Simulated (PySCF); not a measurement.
CH3Br2Sb. Atoms are numbered in the order given.

```xyz
7

Sb     0.4593    -0.7422     0.0000
Br    -0.1342     0.7716     1.9392
Br    -0.1342     0.7716    -1.9392
C     -1.4541    -1.7402     0.0000
H     -1.5293    -2.3659     0.9013
H     -2.2496    -0.9836     0.0000
H     -1.5293    -2.3659    -0.9013
```
Charge 0, spin multiplicity 1.

The structure is a stationary point at PBE0-D3(BJ)/def2-SVP. The structure was generated by enumeration; whether it is a known compound was not checked. The def2 effective core potentials stand for the cores of Sb; spin–orbit coupling is left out.

All values below come from PBE/def2-TZVP run with PySCF.

Symmetry labels are those of the subgroup Cs that the program uses (full group Cs).

Computed valence orbital energies around the gap with their symmetry:
| orbital | symmetry | energy (eV) |
|---|---|---|
| HOMO−7 | A' | -10.48 |
| HOMO−6 | A" | -8.99 |
| HOMO−5 | A' | -8.73 |
| HOMO−4 | A' | -7.93 |
| HOMO−3 | A' | -7.26 |
| HOMO−2 | A" | -7.13 |
| HOMO−1 | A" | -6.98 |
| HOMO | A' | -6.44 |
| LUMO | A' | -2.71 |
| LUMO+1 | A" | -2.47 |
| LUMO+2 | A' | -0.84 |
| LUMO+3 | A' | 0.83 |
